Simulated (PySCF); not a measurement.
**MP2, SCS-MP2 and SOS-MP2 from spin components**

System: C6H15Al, singlet, at a GFN2-xTB geometry (such geometries of metal compounds can be far from the true shape). Level: MP2/STO-3G (PySCF). Sums are taken with unrounded values, so a last digit can differ.

PySCF was given this input:
```python
from pyscf import gto, scf, mp

mol = gto.Mole()
mol.atom = '''
    Al    0.23254875   -0.09127216    0.17781867
    C     1.60822037    0.29411525   -1.23879162
    C     1.28366688    1.38923772   -2.26742086
    H     1.87585448   -0.62020127   -1.79032132
    H     2.53321401    0.57609625   -0.70786354
    H     1.06813100    2.33432054   -1.77027088
    H     0.41262384    1.11732709   -2.85999573
    H     2.11890541    1.54863674   -2.95129636
    C    -1.76368020   -0.03452995   -0.07842335
    C    -2.25206622    0.36624641   -1.47916509
    H    -2.21743853    0.64744823    0.65749449
    H    -2.18599895   -1.02150165    0.16760771
    H    -1.84026666   -0.30078311   -2.23581630
    H    -1.93818296    1.38058695   -1.72020746
    H    -3.34027682    0.32383459   -1.54743145
    C     0.94484373   -0.58959003    1.99107131
    C    -0.08642383   -1.31826703    2.86693314
    H     1.30181723    0.29398901    2.54049732
    H     1.83528786   -1.22749113    1.88612950
    H    -0.38163133   -2.26093079    2.40736096
    H    -0.98435636   -0.71320404    2.98806130
    H     0.31181976   -1.53486371    3.85918757
'''
mol.basis = 'sto-3g'
mol.verbose = 4
mol.build()

mf = scf.RHF(mol)
mf.kernel()

pt = mp.MP2(mf)
pt.kernel()
print('E(MP2) = %.10f' % pt.e_tot)
mf.analyze()
```

It gave an SCF energy of -472.246602 Eh, a same-spin correlation energy of -0.039037 Eh and an opposite-spin one of -0.313398 Eh.

Work out the MP2, SCS-MP2 (6/5 and 1/3) and SOS-MP2 (1.3 and 0) correlation and total energies.

MP2: -0.313398 + (-0.039037) = -0.352435 Eh, total -472.599037 Eh, as the program printed. SCS-MP2: 1.2 × (-0.313398) + (-0.039037)/3 = -0.389090 Eh, total -472.635692 Eh. SOS-MP2: 1.3 × (-0.313398) = -0.407417 Eh, total -472.654019 Eh. Opposite spins carry 89 % of the MP2 correlation; same-spin pairs are already kept apart by exchange.
